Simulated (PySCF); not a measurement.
Compound: C3H4F4.
Numbering: `[CH3:1][C@@H:2]([F:3])[C:4]([F:5])([F:6])[F:7]` (hydrogens: H8, H9, H10 on C1; H11 on C2)

Geometry (PBE0-D3(BJ)/def2-SVP, Å), atoms numbered from 1 in this order:
```xyz
11
C3H4F4 angstrom
C      1.0725   -0.7362   -0.1869
C      0.2795    0.5379   -0.0524
F      0.3342    1.2567   -1.2170
C     -1.1902    0.2858    0.2564
F     -1.8661    1.4276    0.3413
F     -1.3021   -0.3500    1.4276
F     -1.7695   -0.4675   -0.6769
H      1.0494   -1.3069    0.7515
H      0.6558   -1.3557   -0.9933
H      2.1160   -0.4941   -0.4286
H      0.6668    1.1697    0.7656
```

Computed with PySCF at CAM-B3LYP/def2-SVPD, non-relativistic, on one gas-phase PBE0-D3(BJ)/def2-SVP geometry that isn't relaxed in the solvent. The solvent is an IEF-PCM continuum (van der Waals radii × 1.2). The model holds no explicit solvent molecules, cavitation or dispersion.

Gas phase at CAM-B3LYP/def2-SVPD: HOMO -11.76 eV, LUMO 1.17 eV, dipole 2.50 D.

Task: What does the continuum do to the energy, the frontier levels and the dipole at CAM-B3LYP/def2-SVPD in benzene and water?

Result: 
```
solvent      ε  E(solvent) − E(gas) (kJ/mol)  polarisation term (kJ/mol)  distortion of the solute (kJ/mol)  HOMO (eV)  LUMO (eV)  dipole (D)
benzene  2.271                         -7.09                       -7.56                               0.47     -11.64       1.31        2.76
  water  78.36                        -15.78                      -18.29                               2.51     -11.51       1.39        3.09
```

The polarisation term is half the interaction of the solute with the surface charges that it induces; the rest is the cost of distorting the solute's density. The sum is the electrostatic part of solvation alone. The atom shares or the degeneracy of the LUMO differ from the gas phase in water, so that column needn't follow one orbital. From benzene to water the lowering changes by a factor 2.23, Onsager's factor (ε − 1)/(2ε + 1) by 2.14 and ε itself by 34.5.

Task: Which radius a makes the point-dipole formula ΔE = −[(ε − 1)/(2ε + 1)]·μ²/a³ give the value in water, with the gas-phase dipole?

Result: μ = 0.983 au and |ΔE| = 0.00601 Eh give a = 2.27 Å; the farthest nucleus lies 2.38 Å from the centroid of the nuclei, so such a sphere wouldn't even hold the nuclei. The formula assumes a rigid point dipole at the centre of a sphere.

Task: Give the dipole vector in the frame of the coordinates (D, pointing from negative to positive charge), gas and water.

Result: Gas (2.11, -0.91, 0.99), solvent (2.57, -1.06, 1.35). Its length changes by +24 % and its direction by 3°.

Task: How does the static polarisability (CAM-B3LYP/def2-SVPD, frozen core, with the continuum's full static response) change?

Result: 
```tsv
medium	isotropic (au)	principal values (au)	⟨r²⟩ of the electrons (bohr²)
gas	41.4	39.4, 40.8, 44.1	652.0
benzene	45.6	43.7, 45.1, 48.1	652.0
water	51.9	50.4, 51.8, 53.4	651.9
```

The isotropic value in water is 1.25 times the gas-phase one; no cavity-field correction is applied. ⟨r²⟩ is taken about the centre of nuclear charge.
